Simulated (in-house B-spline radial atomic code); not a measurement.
A fraction x of an electron is moved 4d → 4f in Ag4+, starting from [Kr] 4d7 and keeping the highest spin. Computed with a B-spline radial code for spherical atoms: non-relativistic HSE06, spin-polarised, spherical fractional occupations, point nucleus.

Caution: exact exchange at fractional occupations of open shells leaves self-interaction of up to several eV.

| x | E(x) - E(0) (eV) | 4d down level (eV) | 4f up level (eV) |
| --- | --- | --- | --- |
| 0 | 0.0000 | -58.653 | - |
| 0.125 | 5.0851 | -59.295 | -18.567 |
| 0.25 | 10.1891 | -59.898 | -18.958 |
| 0.375 | ? | ? | ? |
| 0.5 | 20.4766 | -60.975 | -19.635 |
| 0.625 | 25.6537 | -61.457 | -19.969 |
| 0.75 | ? | ? | ? |
| 0.875 | 36.0518 | -62.319 | -20.642 |
| 1 | 41.2651 | -62.703 | -20.974 |

Task: What belongs in the row x = 0.375?

Result: An energy change of 15.3202 eV; 4d down at -60.457 eV, 4f up at -19.302 eV.

Task: What belongs in the row x = 0.75?

Result: An energy change of 30.8469 eV; 4d down at -61.904 eV, 4f up at -20.306 eV.

Task: Check Janak's theorem between x = 0.125 and 0.25.

Result: The slope of the energy is 40.83 eV; the orbital levels give 40.83 eV (ε of the receiving orbital less ε of the emptying one, averaged over the two points).
